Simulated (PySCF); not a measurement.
# Carbon: a sound run and one with changed settings

Sound run: C⁺ [He] 2s2 2p1, C²⁺ [He] 2s2. Computed with PySCF 2.14 in cc-pVTZ-DK, with the spin-free X2C one-electron Hamiltonian (Gaussian nucleus). The sound run starts from symmetry-adapted Hartree-Fock orbitals and uses a fine grid where one is needed.

Changed run: 26 angular points. This setting is unsound on purpose.

```csv
species,method,sound run (hartree),changed run (hartree),converged
C⁺,UHF,-37.30986,-37.30986,yes
C⁺,BP86,-37.43562,-37.43508,yes
C⁺,PBE0,-37.39700,-37.39664,yes
C²⁺,UHF,-36.42264,-36.42264,yes
C²⁺,BP86,-36.52112,-36.52112,yes
C²⁺,PBE0,-36.48532,-36.48532,yes
```

Ionisation energy of C⁺:

| method | sound run (eV) | changed run (eV) |
| --- | --- | --- |
| UHF | 24.142 | 24.142 |
| BP86 | 24.885 | 24.870 |
| PBE0 | 24.808 | 24.798 |

A coarse angular grid integrates products of high-l functions wrongly, so density functionals can shift, and the SCF can exploit the error; Hartree-Fock and MP2 need no grid.

For comparison, NIST gives 24.383 eV between the lowest levels.
